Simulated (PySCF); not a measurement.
**TiH3: one-bond stretch**

These are results of UPBE0 in PySCF with Ti def2-TZVP, H def2-TZVP; no relativity; density-fitted integrals, not measurements.

Rigid scan from the doublet minimum (Ti–H 1.730 Å (×3); H–Ti–H 118.3° (×3)). Coordinate: the bond from Ti to the last atom (H) scaled, the rest fixed. Energies in kJ/mol from the minimum.

| scale of one bond | E (kJ/mol) | dipole size (D) | ⟨S²⟩ |
| --- | --- | --- | --- |
| 0.92 | 11.1 | 1.31 | 0.76 |
| 0.96 | 2.5 | 1.28 | 0.76 |
| 1.00 | 0.0 | 1.28 | 0.76 |
| 1.05 | 3.3 | 1.32 | 0.77 |
| 1.12 | 16.6 | 1.45 | 0.77 |
| 1.20 | 39.6 | 1.66 | 0.78 |
| 1.35 | 92.2 | 2.02 | 0.82 |
| 1.55 | 158.5 | – | 1.08 |
| 1.80 | 210.8 | – | 1.44 |
| 2.20 | 239.4 | – | 1.73 |

Spin contamination is strong at 1.55, 1.80, 2.20, so these points are less reliable.

Other spin states or occupations of the open shell can lie lower.

Other isomers or separated fragments may lie lower.

The scan took 30 s on 2 threads of a shared AMD EPYC 7R43 64-Core (Zen 3) host; the process peaked at 0.76 GiB.
